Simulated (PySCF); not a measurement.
# S¹⁰⁺: ionisation energy

S¹⁰⁺ [He] 2s2 2p2 (3P) → S¹¹⁺ [He] 2s2 2p1 (2P), as a difference of total energies. Computed with PySCF 2.14 in an uncontracted even-tempered set (18 s from 1.1 bohr⁻², ratio 2.2; 11 p from 1.4 bohr⁻², ratio 2.2; 6 d from 7.5 bohr⁻², ratio 2.4; 5 f from 11 bohr⁻², ratio 2.4; 5 g from 17 bohr⁻², ratio 2.4), with no relativity, point nucleus. Correlated levels: nothing frozen; virtual orbitals above 40 to 60 times the deepest correlated orbital energy dropped. The calculations carry no spin-orbit coupling.

```json
{"method": "UHF", "ionisation energy (eV)": "504.68"}
{"method": "LDA", "ionisation energy (eV)": "504.78"}
{"method": "PBE", "ionisation energy (eV)": "504.99"}
{"method": "PBE0", "ionisation energy (eV)": "505.15"}
{"method": "r2SCAN", "ionisation energy (eV)": "506.01"}
{"method": "BLYP", "ionisation energy (eV)": "505.34"}
{"method": "M06-L", "ionisation energy (eV)": "505.73"}
{"method": "MP2 (all electrons)", "ionisation energy (eV)": "504.93"}
{"method": "SCS-MP2 (all electrons)", "ionisation energy (eV)": "504.66"}
```

Task: How much does correlation contribute at MP2 (all electrons)?

Result: 504.93 − (504.68) = 0.25 eV, measured against UHF.

A first-order spin-orbit estimate (lowest level to lowest level, LS coupling) adds -0.069 eV.

These non-relativistic numbers lack the scalar-relativistic shift.

For comparison: 504.55 ± 0.12 eV (semi-empirical (NIST evaluation); NIST Atomic Spectra Database, ionization energies).
